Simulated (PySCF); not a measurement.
**How methods differ on the excitation energy of Zr**

Zr [Kr] 4d2 5s2 (3F) → Zr [Kr] 4d2 5s1 5p1 (high-spin determinant), as a difference of total energies. All numbers are calculated (PySCF 2.14, scalar relativity by spin-free X2C-1e, in x2c-TZVPPall with one added diffuse shell each of s, p, d, f type (9s7p7d3f1g, 95 functions)). Correlated levels: valence: [Kr] frozen. The calculations carry no spin-orbit coupling.

```csv
method,excitation energy (eV)
UHF,0.848
MP2 (valence),1.628
SCS-MP2 (valence),1.900
CCSD (valence),1.750
CCSD(T) (valence),1.804
```

Question: How much does correlation contribute at CCSD(T) (valence)?

Answer: 1.804 − (0.848) = 0.956 eV, measured against UHF.

A first-order spin-orbit estimate (lowest level to lowest level, LS coupling) adds -0.035 eV.

The determinant of the upper state mixes LS terms, which raises its energy above the lowest term, most at the Hartree-Fock and MP2 levels.
